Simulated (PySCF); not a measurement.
## Spinor energies of Dy³⁹⁺ (dysprosium, charge +39)

Start: [Ar] 3d9; 3d3/2 filled at m_j = -3/2, -1/2, +1/2, +3/2; 3d5/2 filled at m_j = -3/2, -1/2, +1/2, +3/2, +5/2. Calculated with PySCF 2.14 in an even-tempered Gaussian basis (16 s from 8.1 bohr⁻², ratio 2.8; 12 p from 11 bohr⁻², ratio 2.8; 8 d from 11 bohr⁻², ratio 2.8; 3 f from 41 bohr⁻², ratio 3): generalised Hartree-Fock with the X2C-1e Hamiltonian and a Gaussian nucleus; one run each with spin-orbit coupling (SO) switched off, then screened by Boettger's factors.

```csv
spinor shell,electrons,"ε, spin-free (eV)","ε, screened SO (eV)",weight of nominal j (screened SO),"rms radius, screened SO (bohr)"
1s1/2,2,-55878.0,-55866.8,1.000,0.0240
2s1/2,2,-10896.8,-10893.1,1.000,0.0969
2p1/2,2,-9871.3,-10441.5,1.000,0.0828
3s1/2,2,-3728.7,-3727.7,1.000,0.244
3p1/2,2,-3404.9,-3535.3,1.000,0.235
3p3/2,4,-3404.9,-3348.8,1.000,0.248
3d3/2,4,-3013.2,-3037.2,0.994,0.218
3d5/2,5,-3013.2,-2996.1,0.995,0.221
```

Task: Where does 2p3/2 lie, and what is the 2p spin-orbit splitting (screened SO)?

Result: At -9628.9 eV, 812.60 eV above 2p1/2.

```tsv
quantity	spin-free	screened SO
E (hartree)	-11158.69053	-11167.91188
M_J	5/2	5/2
⟨J²⟩	8.750	8.750
⟨L²⟩	6.000	6.037
⟨S²⟩	0.750	0.787
```

Each row is a mean over spinors that exchange with the open shell spreads, by up to 23.699 eV (3p3/2).

Breit and QED terms are absent; they matter most for the inner s and p1/2 levels.

Densities and radii are taken from the X2C orbitals without a picture-change correction, which distorts them close to the nucleus.

Without spin-orbit coupling the j labels of p, d and f shells carry no meaning; the spin-free column gives the mean over the occupied spinors of each nl shell.
